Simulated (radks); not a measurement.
Task: These are the eigenvalues of the occupied orbitals of an atom or ion with whole-number occupations (eV). Method: Dirac Kohn-Sham, PBE, spin-unpolarised, spherical densities, finite nucleus; Fermi nuclear charge, rms radius of each element as measured or else 0.836 A^(1/3) + 0.57 fm; computed with a radial shooting solver on a logarithmic mesh with Libxc functionals.

| orbital | eigenvalue |
|---|---|
| 1s1/2 | -12832.62 |
| 2s1/2 | -2898.363 |
| 2p1/2 | -2813.681 |
| 2p3/2 | -2774.584 |

Which element is it, and in what charge state? The configuration may be excited. Open shells, if any, are shared by 2j + 1.

Result: Z = 32, germanium, charge +27: Ge27+ in [He] 2s2 2p1. The list shows which subshells hold electrons but not how many an open one holds; the 1s level, -471.59 hartree, gives Z - s = 30.7 by -(Z - s)^2/2, which with screening and relativity narrows Z to a few neighbours, and the depths of the outer levels then fix element, charge and occupations together.
